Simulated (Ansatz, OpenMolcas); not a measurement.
Heat of formation of CuCl (cuprous chloride) from total energies

CuCl: 2 atoms, total charge 0, spin state singlet. As SMILES, `[Cl][Cu]`. Geometry: relaxed at PBE0-D4/def2-TZVP.

```tsv
atom	x (Å)	y (Å)	z (Å)
Cl	0.8983	-0.3452	0.4464
Cu	-0.8688	0.2850	-0.4424
```

Total energies at M06-L/cc-pVTZ (OpenMolcas 26.06); the atoms run unrestricted:

```tsv
species	state	energy (Eh)
CuCl	singlet	-2100.758109
Cl	doublet	-460.146217
Cu	doublet	-1640.464361
```

Harmonic wavenumbers at BLYP/cc-pVTZ, in cm⁻¹: 393.

Measured heats of formation of the gaseous atoms at 298.15 K, in kJ/mol: Cl 121.3, Cu 337.6. Spin-orbit lowering of the atoms at 298 K (mean of the ground term's levels less their thermal mean, from spectra), in kJ/mol: Cl 3.44. Take 1 Eh = 2625.50 kJ/mol, 1 cm⁻¹ = 0.0119627 kJ/mol, RT = 2.479 kJ/mol.

Q: What heat of formation follows?

A: 
1. Electronic atomisation energy: (-460.146217) + (-1640.464361) − (-2100.758109) = 0.147531 Eh = 387.3 kJ/mol.
2. Zero-point energy: half the sum of the wavenumbers, 196.5 cm⁻¹ = 2.4 kJ/mol.
3. Thermal vibrational enthalpy, Σ hcν̃/(exp(hcν̃/kT) − 1): 0.8 kJ/mol. Translation, rotation and pV of a linear molecule: 3.5 RT = 8.7 kJ/mol.
4. The 2 free atoms carry 5/2 RT each: 12.4 kJ/mol.
5. Spin-orbit coupling lowers the free atoms by 3.44 = 3.4 kJ/mol.
6. Atomisation enthalpy at 298 K: 387.3 − 3.4 − 2.4 − 0.8 − 8.7 + 12.4 = 384.4 kJ/mol.
7. Sum of the atoms' heats of formation: 458.9 kJ/mol. Heat of formation: 458.9 − 384.4 = +74.5 kJ/mol.

The tabulated value is +91.1 kJ/mol (NIST-JANAF tables), so this level is off by -16.6 kJ/mol, or 4.5 % of the atomisation enthalpy. Relativity is left out. Anharmonicity and any spin-orbit splitting of the molecule are left out.
